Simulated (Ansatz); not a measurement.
Geometry optimisation, Ansatz 0.2.0, RHF/def2-SVP.

Input file:

```yaml
crystal:
  periodic: [false, false, false]
  atoms:
    - { symbol: W, position_ang: [-0.818145, 0.097124, -0.230699] }
    - { symbol: H, position_ang: [1.906803, 0.657708, 0.656936] }
    - { symbol: O, position_ang: [2.293849, -0.086827, 0.161493] }
    - { symbol: H, position_ang: [2.490041, -0.748739, 0.816178] }
    - { symbol: O, position_ang: [0.059372, 1.518842, 0.763581] }
    - { symbol: H, position_ang: [-0.086489, 2.432819, 0.569042] }
    - { symbol: O, position_ang: [-2.557022, -0.518317, -0.458059] }
    - { symbol: H, position_ang: [-3.415919, -0.456158, -0.060396] }
    - { symbol: H, position_ang: [-0.500727, -0.863563, 1.137707] }
    - { symbol: O, position_ang: [0.168791, 0.199594, -1.822071] }
    - { symbol: H, position_ang: [1.093045, -0.021183, -1.878412] }
basis:
  gaussian: { orbitals: def2-SVP }
hamiltonian:
  xc: hf
relax:
  f_tol: 0.03
  max_steps: 50
```

Command:

```bash
$ ansatz run input.yaml --threads 2 --pin off --max-ram 3072MiB --backend cpu --events-out ev --progress --plain --runs-dir out
```

Problem. Where does it end, and by what steps?

Solution. The forces met the threshold. After 14 steps the energy has fallen by 0.047 eV; H4 moved furthest, 0.44 Å.

```tsv
step	energy less start (eV)	largest force component (eV/Å)	accepted
0	0.0000	0.923	yes
1	-0.0175	0.231	yes
2	-0.0204	0.134	yes
3	-0.0238	0.089	yes
4	-0.0310	0.078	yes
5	-0.0293	0.826	no
6	-0.0355	0.208	yes
7	-0.0408	0.419	yes
8	-0.0423	0.291	yes
9	-0.0433	0.179	yes
10	-0.0451	0.185	yes
11	-0.0458	0.161	yes
12	-0.0464	0.097	yes
13	-0.0467	0.040	yes
14	-0.0468	0.025	yes
```

```xyz
11
Properties=species:S:1:pos:R:3
W -0.986 0.145 -0.102
H 2.100 0.636 0.520
O 2.576 0.011 -0.011
H 2.854 -0.667 0.586
O -0.007 1.492 0.847
H 0.035 2.417 0.664
O -2.654 -0.533 -0.530
H -3.592 -0.526 -0.446
H -0.862 -0.743 1.346
O 0.126 0.116 -1.612
H 1.043 -0.137 -1.607
```

Whether the end is a true minimum wasn't checked by a vibrational analysis.

The run took 29 s on 2 threads of Arm Neoverse V2 (shared host), peak memory 0.27 GiB.
